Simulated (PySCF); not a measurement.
# Static response to an electric field

Compound: C₃H₁₀Si₂.
Numbering: `[CH3:1][SiH2:2]/[CH:3]=[CH:4]/[SiH3:5]` (hydrogens: H6, H7, H8 on C1; H9, H10 on Si2; H11 on C3; H12 on C4; H13, H14, H15 on Si5)

Geometry (PBE0-D3(BJ)/def2-SVP, Å), atoms numbered from 1 in this order:
```
atom  x, y, z in Å
C1    -2.3251   -0.6825    0.6196
Si2   -1.6124    0.8877   -0.1212
C3     0.2609    0.7987   -0.2285
C4     0.9967   -0.2574    0.1630
Si5    2.8648   -0.3406    0.0517
H6    -1.9334   -0.8564    1.6338
H7    -2.0806   -1.5583   -0.0012
H8    -3.4215   -0.6111    0.6874
H9    -1.9959    2.0777    0.7050
H10   -2.1665    1.1139   -1.4951
H11    0.7870    1.6726   -0.6422
H12    0.4753   -1.1339    0.5764
H13    3.4712   -0.5244    1.4079
H14    3.2950   -1.4987   -0.7933
H15    3.3756    0.9287   -0.5496
```

Level: CAM-B3LYP/def2-SVPD (PySCF), static field, nuclei fixed, core orbitals frozen in the response. The polarisability tensor in these axes (au):

```
x   117.27 -10.87   1.33
y   -10.87  89.94  -5.48
z     1.33  -5.48  77.43
```

What are the eigenvalues, a third of the trace, and Δα (Δα² = ½Σ(αi − αj)² over the three pairs)?

Principal values 75.18, 88.18 and 121.29 au; mean 94.88 au = 14.06 Å³ = 15.64 × 10⁻⁴⁰ C²·m²/J; Δα = 41.17 au (43 % of the mean).

What is the dipole moment, and where does it point?

(-0.48, -0.51, 0.26) D, 0.75 D in size, pointing from the negative to the positive side. Measured along this direction, the outermost atoms are H15 at the negative end and H8 at the positive end.

Find the Langevin capture rate constant for O2+ (31.990 u) meeting this molecule (102.032 u), k = 2.342 × 10⁻⁹ cm³/s × √(α in Å³ / reduced mass in u).

The reduced mass is 24.35 u, so k = 1.78 × 10⁻⁹ cm³/s. The formula leaves out the permanent dipole, which adds to the capture rate.

Rayleigh depolarisation ratio (linearly polarised light, static tensor)?

ρ = 3Δα²/(45ᾱ² + 4Δα²) = 5085.7/(405130 + 6780.9) = 0.0123.

In a dilute gas of rigid molecules at 500 K, how does the orientational term μ²/3kT compare with the electronic polarisability?

In Gaussian units μ²/3kT = 2.70 Å³ against 14.06 Å³, a ratio of 0.19; the Debye molar polarisation (4π/3)N_A(α + μ²/3kT) is 42.3 cm³/mol, leaving out the vibrational part.

Form Σ f/ω² (atomic units) for the 10 lowest TDDFT singlets, given as eV and f, and set it beside the mean polarisability, which is this sum over all singlets: 5.89, 0.0000; 6.71, 0.6146; 7.30, 0.0006; 7.76, 0.0015; 7.82, 0.0055; 7.93, 0.0004; 8.00, 0.0007; 8.19, 0.0024; 8.26, 0.0034; 8.33, 0.0114.

They add up to 10.40 au, 11.0 % of the 94.88 au; the largest single term is 10.11 au, from the state at 6.71 eV. Terms in order: 0.00, 10.11, 0.01, 0.02, 0.07, 0.00, 0.01, 0.03, 0.04, 0.12 au. Higher excitations give the rest. The strengths listed sum to 0.640.

What are the principal values of the traceless quadrupole moment, Θ = ½Σq(3rr − r²1), about the centre of nuclear charge?

-2.50, -1.36, 3.86 D·Å. The values depend on the origin, since the dipole doesn't vanish. The electronic extent ⟨r²⟩ about the same centre is 1182 bohr², a root-mean-square distance of 2.43 Å for the 56 electrons.

One conformer (not necessarily the lowest) at the PBE0-D3(BJ)/def2-SVP geometry, without solvent, vibrations or thermal averaging.
